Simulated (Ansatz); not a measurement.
`C#[C][SnH3]` + silanol → `[SiH3][O][SnH3]` + acetylene at 700 K and 1 bar (ligand exchange at the Sn–C bond).

Gas-phase electronic energies from Ansatz, PBE0-D4/def2-TZVP geometries. CCSD(T)/CBS adds triple-zeta CCSD(T) − MP2 to the extrapolated MP2 energy (def2 sets, frozen cores). This one scheme is used for every species. Elements past krypton have def2 core potentials. For Sn outer-core shells are correlated without core-valence functions, which leaves a few kJ/mol of doubt a bond.

```csv
species,CCSD(T)/CBS energy (Eh),H − E (kJ/mol),S (J/(mol·K))
`C#[C][SnH3]`,-292.44374,158.7,379.9
`O[SiH3]`,-366.69042,144.6,321.6
`[SiH3][O][SnH3]`,-581.91447,201.4,473.7
`C#C`,-77.22717,102.1,244.4
```

H − E and S are ideal-gas, rigid-rotor, harmonic terms from PBE0-D4/def2-TZVP. 1 Eh = 2625.50 kJ/mol, R = 8.31446 J/(mol·K).

Question: By hand: ΔE, ΔH, ΔS and ΔG.

Answer: ΔE = (-581.91447) + (-77.22717) − (-292.44374) − (-366.69042) = -0.00748 Eh = -19.6 kJ/mol. Δ(H − E) = 201.4 + 102.1 − 158.7 − 144.6 = 0.2, so ΔH = -19.4 kJ/mol. ΔS = 473.7 + 244.4 − 379.9 − 321.6 = 16.6 J/(mol·K). ΔG = -19.4 − 700 × (16.6)/1000 = -31.0 kJ/mol.

Question: By hand: the equilibrium constant, and the temperature at which ΔG would vanish if ΔH and ΔS stayed fixed.

Answer: log₁₀ K = −ΔG/(RT ln 10) = 2.3. ΔH and −TΔS have one sign here, so there is no such temperature.

TΔS isn't small against ΔH here. A doubt of 5 kJ/mol in ΔE shifts log₁₀ K by 0.4 here. Modes under 60 cm⁻¹, often nearly free rotors, make the harmonic entropy too high. These are equilibria of isolated gas molecules and say nothing of rates. Largest T1 diagnostic: 0.014 (customary marks: 0.02 for closed shells, 0.045 for open ones).
